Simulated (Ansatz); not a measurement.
The same ligand exchange along the group B, Al, Ga, In.

Isolated molecules relaxed with PBE0-D4/def2-TZVP in Ansatz; ΔE leaves out vibrations. CCSD(T)/CBS is the MP2 limit (def2-TZVPP, def2-QZVPP) plus CCSD(T) − MP2 in def2-TZVPP, frozen cores. This one scheme is used for every species. DFT in def2-TZVPP. Elements past krypton have def2 core potentials. For Br, Ga, In outer-core shells are correlated without core-valence functions, which leaves a few kJ/mol of doubt a bond. Scalar relativity is left out up to krypton. Each species was taken in one conformer, which may not be the lowest.

```
                                                 reaction  CCSD/CBS(def2) (kJ/mol)  B2PLYP (kJ/mol)  r2SCAN-D4 (kJ/mol)
                     `OB(O)Br` + CH₃OH → `COB(O)Br` + H₂O                       -7               -3                  -4
`[OH][Al]([OH])[Br]` + CH₃OH → `C[O][Al]([OH])[Br]` + H₂O                        1                4                   3
`[OH][Ga]([OH])[Br]` + CH₃OH → `C[O][Ga]([OH])[Br]` + H₂O                        1                5                   4
`[OH][In]([OH])[Br]` + CH₃OH → `C[O][In]([OH])[Br]` + H₂O                        3                7                   6
```

Q: Give the CCSD(T)/CBS values in the same order. (An estimate is asked.)

A: The calculation gave: -9, 0, 0, 1 kJ/mol.

Largest T1 diagnostic: 0.015, for `C[O][In]([OH])[Br]`.
